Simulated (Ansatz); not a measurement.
The same path of CH5NSSi (9 atoms, charge 0, multiplicity 1) was run 3 times with different band settings. The coordinate that changes most is the dihedral H7–C1–N2–Si3.

Level of theory: Ansatz, RHF/cc-pVDZ.

Relaxed end points:

```xyz
9
Properties=species:S:1:pos:R:3
C -0.072 0.702 -1.056
N 0.313 -0.424 -0.217
Si -0.056 -0.677 1.411
S -1.099 0.479 2.589
H -0.659 0.368 -1.914
H -0.677 1.395 -0.476
H 0.807 1.237 -1.422
H 0.866 -1.117 -0.685
H 0.576 -1.964 1.768
```

```xyz
9
Properties=species:S:1:pos:R:3
C -0.041 0.726 -1.040
N 0.451 -0.315 -0.150
Si -0.157 -0.758 1.361
S -1.683 0.015 2.303
H -0.910 1.204 -0.593
H 0.721 1.490 -1.210
H -0.337 0.309 -2.005
H 1.249 -0.811 -0.498
H 0.708 -1.860 1.832
```

Common settings: climbing image yes; spring 5.0 eV/Å²; start path through a guess of the saddle point; force threshold 0.05 eV/Å; iteration limit 60; end points relaxed.

| run | movable images | optimiser | largest step |
| --- | --- | --- | --- |
| 1 | 7 | quadratic models (default) | default |
| 2 | 3 | quadratic models (default) | default |
| 3 | 7 | lbfgs | 0.5 Å |

Problem. What does each run give, and how far can it be trusted?

Solution. Run 1: converged after 9 iterations, highest image 0.064 eV above the first end. A vibrational analysis at the climbing image gives one clearly imaginary mode, 174i cm⁻¹: a first-order saddle point.
Run 2: converged after 9 iterations, highest image 0.064 eV above the first end. Another band between the same ends (7 images) ends at a top of the same energy, where a vibrational analysis finds 1 clearly imaginary mode. So few images can step over the top or miss a turn of the path.
Run 3: converged after 44 iterations, highest image 0.063 eV above the first end. Another band between the same ends (7 images) ends at a top of the same energy, where a vibrational analysis finds 1 clearly imaginary mode.
